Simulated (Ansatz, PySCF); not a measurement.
CH₈ClNSi₂, SMILES C[SiH2]N[SiH2]Cl. Atoms are numbered in the order given.

```xyz
13

Si     1.1443     0.0417    -0.8592
Cl     1.5693     1.4400     0.6441
N      0.1292    -1.2334    -0.2982
Si    -1.5442    -1.1407     0.2394
C     -2.1889     0.5842    -0.1192
H      0.4857     0.8151    -1.9388
H      2.4343    -0.5440    -1.3018
H      0.6269    -2.0859    -0.0467
H     -1.6320    -1.4390     1.7011
H     -2.3645    -2.1694    -0.4690
H     -3.2228     0.6860     0.2472
H     -1.5702     1.3447     0.3831
H     -2.1890     0.7965    -1.1999
```

Geometry optimised at B3LYP-D3(BJ)/def2-SVP. The structure was generated by enumeration, and PubChem lists no compound with its InChIKey, so it may never have been made. One conformer was computed; it need not be the lowest.

Two levels are set side by side: PBE-D3(BJ)/def2-SVP (Ansatz, a quantum-chemistry and plane-wave program) and B3LYP-D3(BJ)/def2-SVP (Ansatz). Each level has its own optimised geometry; the coordinates shown are those of the second. Frequencies come from the Hessian of PySCF at each geometry. Differences are taken from unrounded values.

```csv
quantity,B3LYP-D3(BJ)
mean bond length (Å),1.478
bond Si1–Cl2 (Å),2.097
bond Si1–N3 (Å),1.724
bond N3–Si4 (Å),1.760
bond Si4–C5 (Å),1.876
bond Si1–H6 (Å),1.482
bond Si1–H7 (Å),1.484
bond N3–H8 (Å),1.019
bond Si4–H9 (Å),1.494
bond Si4–H10 (Å),1.494
bond C5–H11 (Å),1.102
bond C5–H12 (Å),1.102
bond C5–H13 (Å),1.101
highest harmonic wavenumber (cm⁻¹),3570
mean harmonic wavenumber (cm⁻¹),1194
zero-point energy (kcal/mol),56.32
```

**Question.** What does PBE-D3(BJ) give, and how far is it from B3LYP-D3(BJ)? (Estimate from the structure and the level; the computed values follow.)

**Answer.** 
| quantity | PBE-D3(BJ) | PBE-D3(BJ) minus B3LYP-D3(BJ) |
|---|---|---|
| mean bond length (Å) | 1.487 | 0.009 |
| bond Si1–Cl2 (Å) | 2.102 | 0.005 |
| bond Si1–N3 (Å) | 1.733 | 0.010 |
| bond N3–Si4 (Å) | 1.770 | 0.010 |
| bond Si4–C5 (Å) | 1.881 | 0.005 |
| bond Si1–H6 (Å) | 1.497 | 0.014 |
| bond Si1–H7 (Å) | 1.498 | 0.014 |
| bond N3–H8 (Å) | 1.026 | 0.007 |
| bond Si4–H9 (Å) | 1.508 | 0.014 |
| bond Si4–H10 (Å) | 1.508 | 0.014 |
| bond C5–H11 (Å) | 1.109 | 0.007 |
| bond C5–H12 (Å) | 1.109 | 0.007 |
| bond C5–H13 (Å) | 1.108 | 0.007 |
| highest harmonic wavenumber (cm⁻¹) | 3500 | -69 |
| mean harmonic wavenumber (cm⁻¹) | 1160 | -34 |
| zero-point energy (kcal/mol) | 54.71 | -1.61 |

Exact exchange shortens and stiffens bonds; PBE has none. Differences between two approximate levels are no errors against the true value.
